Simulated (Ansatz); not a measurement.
Relaxation of BrClGaH4N (8 atoms, charge 0, multiplicity 1), to a largest force component of 0.03 eV/Å in at most 50 steps.

These are results of RKS PBE0-D4/def2-SVP (Ansatz 0.2.0), not measurements.

```xyz
8
Properties=species:S:1:pos:R:3:forces:R:3
Ga -0.050 0.152 0.170 0.04 -0.08 1.16
N 0.051 0.138 2.059 0.01 -0.32 -1.20
H -0.789 0.284 2.610 -0.01 0.01 0.00
H 0.854 0.583 2.492 0.02 0.00 0.03
Cl 1.838 0.573 -0.760 0.00 0.01 0.01
H -1.342 -0.105 -0.639 0.00 0.00 -0.01
Br 0.478 -3.313 1.071 -0.08 1.13 0.74
H 0.399 -2.081 1.934 0.02 -0.75 -0.73
```

**Question.** Where does it end, and by what steps?

**Answer.** The run converged. After 13 steps the energy has fallen by 2.093 eV; H8 moved furthest, 1.25 Å. Parted: Br7–H8 (1.51 → 3.02 Å). Joined: Ga1–Br7 (3.62 → 2.33 Å), N2–H8 (2.25 → 1.02 Å).

```csv
step,energy less start (eV),largest force component (eV/Å),accepted
0,0.0000,1.202,yes
1,-0.1471,0.345,yes
2,-0.1956,0.795,yes
3,-0.2798,1.207,yes
4,-0.4362,1.457,yes
5,-1.1041,2.210,yes
6,-1.3703,6.212,yes
7,-1.8525,0.986,yes
8,-1.9849,0.412,yes
9,-2.0680,0.385,yes
10,-2.0845,0.283,yes
11,-2.0908,0.068,yes
12,-2.0928,0.059,yes
13,-2.0930,0.011,yes
```

```xyz
8
Properties=species:S:1:pos:R:3
Ga 0.026 -0.644 0.072
N 0.101 -0.182 2.118
H -0.751 0.218 2.512
H 0.867 0.481 2.255
Cl 1.820 0.483 -0.470
H -1.354 -0.151 -0.460
Br 0.406 -2.935 0.283
H 0.323 -1.039 2.628
```

Whether the end is a true minimum wasn't checked by a vibrational analysis.

Run time: 27 s on 4 threads of Arm Neoverse V2, on a shared host, peak memory 0.3 GiB.
